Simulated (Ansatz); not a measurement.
# A barrier at the coupled-cluster level

Start structure (BSi2NH7Cl3, singlet), relaxed at PBE0-D4/def2-TZVP:

B1  (-0.346, -0.208, -1.560)
Cl2  (-0.099, 1.210, -2.692)
Cl3  (0.482, -1.728, -2.180)
Cl4  (-2.118, -0.506, -1.173)
H5  (1.229, 0.646, -0.437)
N6  (0.358, 0.185, -0.166)
Si7  (-0.627, 1.387, 0.798)
Si8  (0.808, -1.272, 0.842)
H9  (0.395, 2.116, 1.590)
H10  (-1.350, 2.295, -0.104)
H11  (-1.494, 0.599, 1.697)
H12  (2.116, -1.777, 0.385)
H13  (0.947, -0.712, 2.212)
H14  (-0.301, -2.235, 0.786)
(Å)

The step: Si₂NH₇ ([SiH3][NH][SiH3]) + BCl₃ ([Cl][B]([Cl])[Cl]) → BSi₂NH₆Cl₂ ([SiH3][N]([SiH3])[B]([Cl])[Cl]) + HCl; bonds formed: Cl2–H5; dative contacts that become bonds: B1–N6; bonds broken: B1–Cl2, H5–N6. Ansatz 0.2.0; basis: def2-TZVPP and def2-QZVPP; cores frozen in the correlated methods. Extrapolation: Hartree–Fock as exp(−7.88 √X), correlation as X^−2.97. Energies below are by CCSD(T) at an estimated basis limit (MP2 extrapolated from triple and quadruple zeta, plus CCSD(T) − MP2 in triple zeta).

Q: What are the electronic barrier and the energy of the step, from the start structure to the end structure? (To be estimated.)

A: Computed: Barrier 29.74 kcal/mol; step energy 7.16 kcal/mol (uphill); reverse barrier, their difference, 22.59 kcal/mol. Barrier and step energy count from the start structure, the reverse barrier from the end structure.

The saddle point: One imaginary mode of 993i cm⁻¹.
```csv
pair,start (Å),saddle (Å),end (Å)
B1–N6,1.61,1.51,1.41
Cl2–H5,2.68,1.58,1.29
B1–Cl2,1.83,2.46,3.91
H5–N6,1.02,1.26,2.28
```

Zero-point energy (harmonic, PBE0-D4): ZPE is 49.04 kcal/mol at the start and 44.81 kcal/mol at the saddle, so the barrier goes from 29.74 to 25.51 kcal/mol.

No T1 diagnostic of these runs exceeds 0.012.

The step is the kind of exchange with an N–H group that builds nitride films in atomic layer and chemical vapour deposition. Here a small cluster stands in for the surface site.

Labels in which every atom is bracketed show which atoms are joined, not bond orders.

For scale, one of the runs: CCSD(T)/def2-TZVPP, 370 basis functions, launched by `ansatz run in.yaml --threads 4 --pin off --events-out ev --progress --plain --max-ram 66560MiB --backend cuda --devices 0, --max-vram 37GiB`. Time: 16 s of wall clock on 4 CPU threads of an AMD EPYC 7R13 and a share of one NVIDIA H100; the host was shared. Peak host memory: 0.9 GiB.
